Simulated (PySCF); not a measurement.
F$_{3}$In (SMILES [F][In]([F])[F]), singlet, geometry from GFN2-xTB (such geometries of metal compounds can be far from the true shape) (all electrons, no relativity). Base run: MN15/STO-3G in PySCF.

PySCF was given this input:
```python
from pyscf import gto, scf, dft

mol = gto.Mole()
mol.atom = '''
    In    0.00000000    0.00000000    0.00000000
    F    -1.67769182   -1.02031088    0.03026648
    F     0.01519865    1.84496979   -0.67264826
    F     1.66249317   -0.82465891    0.64238177
'''
mol.basis = 'sto-3g'
mol.verbose = 4
mol.build()

mf = dft.RKS(mol)
mf.xc = 'mn15'
mf.kernel()
```

The base run was repeated with changes; each row names its change, and settings that it needs were set with it.

| change | ΔE vs base (mEh) | grid points | electrons on the grid | outcome |
|---|---|---|---|---|
| base | 0.000 | 64664 | 76.00000 | converged |
| grids.atom_grid = (30, 110) | 16.039 | 9808 | 76.00642 | converged |
| grids.radi_method = gauss_chebyshev | 0.008 | 62632 | 76.00000 | converged |
| grids.level = 4 | 0.004 | 118640 | 75.99998 | converged |
| grids.atom_grid = (50, 194) | -28.573 | 26048 | 75.99946 | converged |
| grids.level = 0 | 162.0 | 6064 | 76.02126 | converged |
| grids.prune = dft.gen_grid.sg1_prune | - | - | - | input refused |
| grids.prune = dft.gen_grid.treutler_prune | -0.009 | 59344 | 76.00000 | converged |
| grids.becke_scheme = stratmann | 0.029 | 64664 | 75.99998 | converged |
| small_rho_cutoff = 0 | 0.000 | 64664 | 76.00000 | converged |
| grids.level = 5 | 0.018 | 178960 | 76.00000 | converged |

- grids.prune = dft.gen_grid.sg1_prune: ended with `IndexError: index 49 is out of bounds for axis 0 with size 19`
